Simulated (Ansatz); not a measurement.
A structure relaxed at PBE-D4/def2-SVPD in Ansatz, charge -1, doublet:

```xyz
7

Zn   -1.622   -2.284   -2.059
Si   -1.526    0.254   -0.971
Si    0.437    1.784    1.980
Si    0.867   -1.009   -0.795
Si   -0.577   -0.252    1.175
Si    0.468    1.480   -0.403
Si    1.951    0.026    1.073
```

Q: Give its formula.

A: the cluster ZnSi₆⁻ (the lowest doublet isomer of a short search).

Q: Summarise the bond lengths by kind (pairs closer than 1.2 times the sum of covalent radii, bridged metal pairs left out).

A: 11 × Si–Si 2.39 to 2.57 Å; 1 × Si–Zn 2.76 Å. The metal has 1 neighbour: Si 2.76 Å.

The structure comes from a short search, and lower isomers may exist.
